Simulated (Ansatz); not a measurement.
Born–Oppenheimer molecular dynamics of Cl₄H₂STi (8 atoms, charge 0, multiplicity 1). It starts at the highest image of a converged band. Of that band: The profile has 2 maxima (images 2, 5) with wells between them (image 3): this band takes more than one step, which may be the mechanism or a detour left from its start path. A structure lower than the last end lies on the path between it and the top, so the climb from that side starts below the end, which may itself be a saddle point or a shallow side well. A vibrational analysis at the climbing image gives one clearly imaginary mode, 214i cm⁻¹: a first-order saddle point.

These are results of RKS PBE-D4/def2-SVP (Ansatz 0.2.0), not measurements.

```
ensemble                      : NVE (velocity Verlet)
time step                     : 0.5 fs
steps asked                   : 200
starting velocities drawn for : 100 K
seed                          : 8265
```

First frame:

```xyz
8
Properties=species:S:1:pos:R:3
Ti -0.547 0.070 -0.211
Cl -0.273 1.044 2.291
Cl 1.237 -1.117 0.182
Cl -0.166 2.085 -0.936
Cl -1.272 -0.915 -2.026
S -2.636 -0.486 0.979
H -2.258 -1.798 1.039
H -1.490 0.245 2.110
```

Q: How far do the bonds stretch over the last three quarters of this one trajectory? (Pairs bonded in most of those frames.)

A: 
```json
{"bond": "Ti1–Cl2", "mean (Å)": "2.763", "spread (Å)": "0.009", "shortest": "2.75", "longest": "2.78"}
{"bond": "Ti1–Cl3", "mean (Å)": "2.169", "spread (Å)": "0.014", "shortest": "2.15", "longest": "2.19"}
{"bond": "Ti1–Cl4", "mean (Å)": "2.172", "spread (Å)": "0.005", "shortest": "2.17", "longest": "2.18"}
{"bond": "Ti1–Cl5", "mean (Å)": "2.186", "spread (Å)": "0.013", "shortest": "2.17", "longest": "2.20"}
{"bond": "Ti1–S6", "mean (Å)": "2.474", "spread (Å)": "0.010", "shortest": "2.46", "longest": "2.49"}
{"bond": "Cl2–H8", "mean (Å)": "1.452", "spread (Å)": "0.031", "shortest": "1.40", "longest": "1.51"}
{"bond": "S6–H7", "mean (Å)": "1.367", "spread (Å)": "0.002", "shortest": "1.36", "longest": "1.37"}
```

Mean temperature of the second half: 28 K. The conserved energy stayed within 0.0037 meV per atom of its start (net change 0 meV per atom), so the integration is sound. A run of 0.1 ps of so small a system gives no equilibrium averages. The orbitals stay closed-shell, which can raise the energy where a bond breaks towards radicals; this wasn't checked here.

Time of the run: 5.2 min on 4 threads of AMD EPYC 7B13 (Zen 3), with other jobs on the host, peak memory 0.25 GiB.
